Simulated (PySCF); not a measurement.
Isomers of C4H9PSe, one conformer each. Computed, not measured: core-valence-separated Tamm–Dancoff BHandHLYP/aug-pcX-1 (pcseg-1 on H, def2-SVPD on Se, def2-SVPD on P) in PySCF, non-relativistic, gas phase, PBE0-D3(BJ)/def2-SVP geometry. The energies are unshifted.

P. `C[C@@H]1C[P@@]1(C)=[Se]`
Q. `C=C[P@H](=[Se])CC`

Main lines, eV (oscillator strength):
1. C K: 282.1 (0.066), 282.7 (0.053), 285.6 (0.010), 285.7 (0.033), 286.0 (0.017)
2. C K: 285.2 (0.039), 285.3 (0.055), 285.7 (0.008), 285.8 (0.026), 286.1 (0.024)
Listed: the first five lines at most of each edge with a tenth or more of its strongest line's intensity; roots within 0.03 eV on the same or equivalent atoms are summed. Only the lowest roots were sought, and the top ones are left out.

Question: Which spectrum belongs to which isomer?

Answer: 1 = Q, 2 = P.
- P: first C line listed at 285.2 eV, hole on the sp3 carbon bound to phosphorus.
- Q: first C line listed at 282.1 eV, hole on the terminal =CH2 carbon (1s→π*).

Question: What are the ground-state energies of the isomers at BHandHLYP/aug-pcX-1 (pcseg-1 on H, def2-SVPD on Se, def2-SVPD on P), relative to the lowest?

Answer: P 20.4, Q 0.0 kJ/mol (electronic energies on these geometries, no dispersion or zero-point terms).
